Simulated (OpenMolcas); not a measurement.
# Ions of charge +3 along the 4d row on the Zn site of KZnF3

```
Program             : OpenMolcas
Method              : CASSCF
Spin-orbit coupling : state interaction with AMFI integrals over the reference wave functions
```

The d shell is active. Each dopant is a cluster with its nearest anions in model potentials and point charges, with no relaxation and no local charge compensation. Distances were set from a Shannon-type radius of the metal (high-spin where two are listed) plus a fixed donor radius (F 1.31 Å), in hosts weighted 0.65 to 0.35 with the host's distance in the model lattice. Ligand basis ANO-RCC-VDZP, DKH2 Hamiltonian. States (labels of O, the rotations of Oh). Energies in cm-1 above the lowest state or level, χT in cm3 K/mol; under a threefold ground state the first gap can be a small split of the lowest multiplet, not the spin-orbit step; 10Dq and B are least-squares fits to the states below 45000 cm-1, weighted by degeneracy, with a free offset, and given where the rms deviation is under 5 % of |10Dq| (or 100 cm-1) and under 700 cm-1. Spin-only χT is S(S+1) / 2 for the spin of the ground state.

```tsv
Ion	Shell	R (Å)	Metal basis	Ground state	First state of that spin	10Dq	B (rms of fit)	First gap with spin-orbit (degeneracies)	χT at 300 K	First state of another spin	Spin-only χT
Nb3+	4d2	2.029	ANO-RCC-VTZP	3T1	3T2 27559	29177	692 (93)	19.3 (2, 3)	0.468	1E 9863	1.000
Mo3+	4d3	2.009	ANO-RCC-VTZP	4A2	4T2 27233	27150	747 (51)	14534 (4, 4)	1.780	2E 14591	1.875
Rh3+	4d6	1.993	ANO-RCC-VTZP	1A1	1T1 19134	21418	809 (156)	11400 (1, 2)	0.040	3T1 12144	0.000
Pd3+	4d7	2.055	ANO-RCC-VTZP	2E	15252	17707	824 (230)	919.0 (4, 2)	0.796	4T1 1378	0.375
Ag3+	4d8	2.048	ANO-RCC-VTZP	3A2	3T2 17645	17202	915 (130)	12139 (3, 2)	1.274	1E 12662	1.000
```

Among the 5 ions with a close fit, |10Dq| is smallest for Ag3+ (17202 cm-1) and largest for Nb3+ (29177 cm-1). The error differs from ion to ion, so this order need not be the real one.

B goes from 692 cm-1 (Nb3+) to 915 cm-1 (Ag3+).

Below the highest spin of the shell: Rh3+, Pd3+. χT departs most from the spin-only value for Nb3+, by -0.532 cm3 K/mol.

Without dynamic correlation the repulsion within the d shell is too large (B by tens of per cent), so at a given field states of lower spin stand too high. With metal d orbitals alone the field can be off either way by tens of per cent. Ligand-to-metal charge-transfer states are missing. With no ligand orbital active B as a rule stays too high, so bands that hang on it stand too high and its fall with covalency is understated. An orbital triplet at a regular site is open to Jahn-Teller coupling, which can distort the site and quench the lowest spin-orbit gaps and is left out (holds for Nb3+). The least metal-like active orbital is 83 % on the metal (Löwdin) and no ligand orbital is active, so the numbers are rough (holds for Nb3+; Mo3+). This shell can be high or low spin here, a state of another spin lies low, and with metal d orbitals alone active their balance is uncertain, so the ground spin may be wrong, although the usual error favours high spin (holds for Rh3+; Pd3+). The least metal-like active orbital is 80 % on the metal (Löwdin) and no ligand orbital is active, so the numbers are rough (holds for Rh3+). An orbital doublet at a regular site is open to a Jahn-Teller distortion, which this geometry leaves out (holds for Pd3+). The least metal-like active orbital is 78 % on the metal (Löwdin) and no ligand orbital is active, so the numbers are rough (holds for Pd3+). Real 4d8 and 5d8 ions are as a rule square planar and diamagnetic (holds for Ag3+). The least metal-like active orbital is 77 % on the metal (Löwdin) and no ligand orbital is active, so the numbers are rough (holds for Ag3+). No measured value stands beside these numbers; the geometry was set by hand and not optimised.
